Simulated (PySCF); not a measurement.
# Ions at one geometry of [Hf(NH2)3(H2O)]+

PySCF 2.14.0, RKS PBE0, Hf def2-SVP with ECP60, N def2-SVP, H def2-SVP, O def2-SVP; non-relativistic Hamiltonian with scalar-relativistic core potentials where named; density fitting; no spin-orbit coupling; singlets restricted, open shells unrestricted. The geometry is relaxed for charge +1, singlet, vacuum:

```xyz
13

Hf    0.0882   -0.0882    0.1380
N     1.1304    1.2354    1.2172
H     2.0246    1.6603    0.9679
H     0.8950    1.5600    2.1571
N    -1.2354   -1.1304    1.2172
H    -1.5600   -0.8950    2.1571
H    -1.6603   -2.0246    0.9679
N     1.1601   -1.1601   -1.1724
H     0.9368   -2.0984   -1.5096
H     2.0984   -0.9368   -1.5096
O    -1.1169    1.1169   -1.3107
H    -1.7884    1.7884   -1.1177
H    -1.0440    1.0440   -2.2740
```

Energies count from the relaxed state; an electron taken off or put on is at rest in vacuum. Charges and spins are Mulliken's.

| state | energy (eV) | spin squared | charge on Hf1 (e) | spin on Hf1 (e) | dipole about the centre of mass (D) |
| --- | --- | --- | --- | --- | --- |
| charge +1, singlet, vacuum | 0.00 | 0.00 | 1.09 | 0.00 | 4.28 |
| charge 0, doublet, vacuum | -3.36 | 0.75 | 0.40 | 0.87 | 0.56 |

**Question.** What does the state charge +2, doublet, vacuum give?

**Answer.** energy (eV) 13.48, spin squared 0.79, charge on Hf1 (e) 1.30, spin on Hf1 (e) -0.18, dipole about the centre of mass (D) 2.10.

With an electron taken off (doublet) the charges change, summed by element, by Hf +0.21 e, N +0.41 e, H +0.39 e, O -0.00 e. The vertical ionisation energy is 13.48 eV, against −ε(HOMO) = 11.58 eV of the relaxed state. The level lies 1.9 eV too high, as is usual for semilocal functionals and global hybrids, which keep a self-interaction error.

With an electron put on (doublet) the charges change, summed by element, by Hf -0.70 e, N +0.06 e, H -0.46 e, O +0.09 e. The vertical electron affinity is 3.36 eV, against −ε(LUMO) = 4.85 eV of the relaxed state.

Open shells may have lower solutions than those found.
